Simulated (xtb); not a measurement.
H12Si5, charge -1, doublet, at a GFN2-xTB geometry of the parent state (a state made from the parent by changing its charge; the spin is typed, not shown lowest); GFN0-xTB run with xtb.

xtb was given this input:
```
$ xtb mol.xyz --gfn 0 --chrg -1 --uhf 1 --json

# file mol.xyz
17

Si    -0.39987379    -0.88118962    -2.13497317
Si     0.00008728     0.00003811    -0.00007686
Si    -0.01936908     2.34160751    -0.10489889
Si    -1.67154749    -0.72989766     1.47203667
Si     2.09073072    -0.73054627     0.76788792
H     -1.68998104    -0.45654750    -2.68313463
H     -0.41130091    -2.34577006    -2.14253522
H      0.61550825    -0.47256910    -3.10822246
H      0.23433488     2.96233684     1.19721786
H     -1.30379917     2.87015447    -0.56972258
H      0.99732510     2.86932833    -1.01760325
H     -3.00679306    -0.28341603     1.06836245
H     -1.73661000    -2.19012134     1.56527369
H     -1.46866158    -0.23902180     2.83697536
H      2.17817573    -2.19028969     0.84962613
H      3.18787523    -0.30048259    -0.10188489
H      2.40353971    -0.22377048     2.10598823
```

What the program printed (banner, timings and long lists left out):

```
   ID    Z sym.   atoms
    1   14 Si     1-5
    2    1 H      6-17

           -------------------------------------------------
          |                Calculation Setup                |
           -------------------------------------------------

           -------------------------------------------------
          |                 G F N 0 - x T B                 |
           -------------------------------------------------

          ...................................................
          :                      SETUP                      :
          :.................................................:
          :  # basis functions                  74          :
          :  # atomic orbitals                  69          :
          :  # shells                           39          :
          :  # electrons                        33          :
          :  electronic temp.          300.0000000     K    :
          :  accuracy                    1.0000000          :
          :  -> integral cutoff          0.2500000E+02      :
          :  -> integral neglect         0.1000000E-07      :
          ...................................................

         :::::::::::::::::::::::::::::::::::::::::::::::::::::
         ::                     SUMMARY                     ::
         :::::::::::::::::::::::::::::::::::::::::::::::::::::
         :: total energy             -17.173845847613 Eh    ::
         :: gradient norm              0.014277383732 Eh/a0 ::
         :: HOMO-LUMO gap              0.000000016350 eV    ::
         ::.................................................::
         :: H0 energy                -16.107167116115 Eh    ::
         :: repulsion energy           0.169192358048 Eh    ::
         :: electrostat energy        -1.228750814835 Eh    ::
         :: -> Gsolv                   0.000000000000 Eh    ::
         ::    -> Gsasa                0.000000000000 Eh    ::
         ::    -> Gshift               0.000000000000 Eh    ::
         :: dispersion energy         -0.007120274711 Eh    ::
         :: short-range corr.          0.000000000000 Eh    ::
         :: add. restraining           0.000000000000 Eh    ::
         :: total charge              -1.000000000000 e     ::
         :::::::::::::::::::::::::::::::::::::::::::::::::::::

           -------------------------------------------------
          |                Property Printout                |
[...]
    12   1 H        0.918    -0.207    11.393     5.279
    13   1 H        0.918    -0.207    11.393     5.279
    14   1 H        0.918    -0.207    11.393     5.279
    15   1 H        0.918    -0.207    11.398     5.280
    16   1 H        0.918    -0.207    11.394     5.279
    17   1 H        0.918    -0.207    11.389     5.278

 Mol. C6AA /au·bohr⁶  :      10065.087462
 Mol. C8AA /au·bohr⁸  :     419848.374590
 Mol. α(0) /au        :        174.512992

Wiberg/Mayer (AO) data.
largest (>0.10) Wiberg bond orders for each atom

 ---------------------------------------------------------------------------
     #   Z sym  total        # sym  WBO       # sym  WBO       # sym  WBO
 ---------------------------------------------------------------------------
     1  14 Si   3.826 --     2 Si   0.933     7 H    0.863     8 H    0.863
                             6 H    0.863
     2  14 Si   4.136 --     4 Si   0.934     1 Si   0.933     5 Si   0.933
                             3 Si   0.933
     3  14 Si   3.826 --     2 Si   0.933    10 H    0.863    11 H    0.863
                             9 H    0.863
     4  14 Si   3.827 --     2 Si   0.934    14 H    0.863    12 H    0.863
                            13 H    0.863
     5  14 Si   3.826 --     2 Si   0.933    17 H    0.863    16 H    0.863
                            15 H    0.863
     6   1 H    0.908 --     1 Si   0.863
     7   1 H    0.908 --     1 Si   0.863
     8   1 H    0.908 --     1 Si   0.863
     9   1 H    0.908 --     3 Si   0.863
    10   1 H    0.908 --     3 Si   0.863
    11   1 H    0.908 --     3 Si   0.863
    12   1 H    0.908 --     4 Si   0.863
    13   1 H    0.908 --     4 Si   0.863
    14   1 H    0.908 --     4 Si   0.863
    15   1 H    0.908 --     5 Si   0.863
    16   1 H    0.908 --     5 Si   0.863
    17   1 H    0.908 --     5 Si   0.863
 ---------------------------------------------------------------------------

Topologies differ in total number of bonds
Writing topology from bond orders to xtbtopo.mol

 dipole moment from electron density (au)
     X       Y       Z
   0.0006   0.0003  -0.0005  total (Debye):    0.002

           -------------------------------------------------
          | TOTAL ENERGY              -17.173845847613 Eh   |
          | GRADIENT NORM               0.014277383732 Eh/α |
          | HOMO-LUMO GAP               0.000000016350 eV   |
           -------------------------------------------------

normal termination of xtb
```
